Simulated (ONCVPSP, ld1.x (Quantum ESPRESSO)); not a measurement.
Potentials for Ta compared

Generated with ld1.x 7.5 (TM, RRKJ, ultrasoft, PAW), atompaw 4.2 or ONCVPSP 4.0.1. The cutoff is in Ry: for ld1.x and atompaw files where the sum of valence levels is converged to 10 mRy in a Bessel basis, for ONCV files where the hardest occupied wave has 1 mHa per electron of residual kinetic energy. The error is the largest all-electron minus pseudo excitation energy over each file’s own four to seven test configurations (ionisations up to +4, promotions, holes and added fractions of an electron), all of which were solved. The labels leave out finer settings (local radius, basis sizes, second energies), which also bear on the numbers. Spin-polarised tests are not counted. The rows are a selection from randomly drawn settings: files with unsolved tests, undetermined cutoffs or missed reference levels are left out.

A true bound ghost makes a file unfit for plane-wave use even where its test errors are small: the radial tests pick states by their node count and pass the ghost by.

| potential | cutoff (Ry) | largest error (meV) | bound ghosts |
| --- | --- | --- | --- |
| ONCV, PBE, scalar-relativistic, rc 2.05/2.10/2.95 (spd), local smoothed, core correction no, reference 5s2 5p6 5d3 6s2, qcut 5.6/5.6/4.9, projectors 2/2/2 | 22 | +3.2 | none |
| ONCV, PBEsol, fully relativistic, rc 2.40/2.70/2.40 (spd), local smoothed, core correction no, reference 5d3 6s1.5 6p0.5, qcut 2.2/3.4/6.8, projectors 1/2/2 | 27 | +13 | p3/2, p1/2 |
| ONCV, PBE, scalar-relativistic, rc 1.40/2.45/2.25/0.70 (spdf), local smoothed, core correction yes, reference 4f14 5s2 5p6 5d3 6s1 6p1, qcut 7.6/5.3/7.5/26.9, projectors 3/2/2/2 | 593 | -261 | s, p |
| PAW, PBE, scalar-relativistic, rc 1.85/2.25/2.10 (spd), local smoothed, core correction yes, reference 5s2 5p6 5d3 6s1 6p0 | 25 | -35 | none |
| ONCV, BLYP, scalar-relativistic, rc 1.55/1.95/2.25 (spd), local smoothed, core correction yes, reference 5s2 5p6 5d3 6s2, qcut 8.2/8.9/6.9, projectors 2/2/3 | 49 | -41 | none |
| ONCV, LDA (Perdew-Wang 92), scalar-relativistic, rc 1.90/1.80/1.70 (spd), local smoothed, core correction yes, reference 5s2 5p6 5d3 6s2, qcut 6.7/9.4/5, projectors 2/2/3 | 44 | -46 | none |

Task: Fill in the row for Ta: ONCV, PBEsol, scalar-relativistic, rc 1.50/1.95/1.75 (spd), local smoothed, core correction no, reference 5s2 5p6 5d3 6s2, qcut 6.6/5.5/4.8, projectors 2/1/2.

Result: cutoff 40 Ry, largest error -7.7 meV, bound ghosts: none.
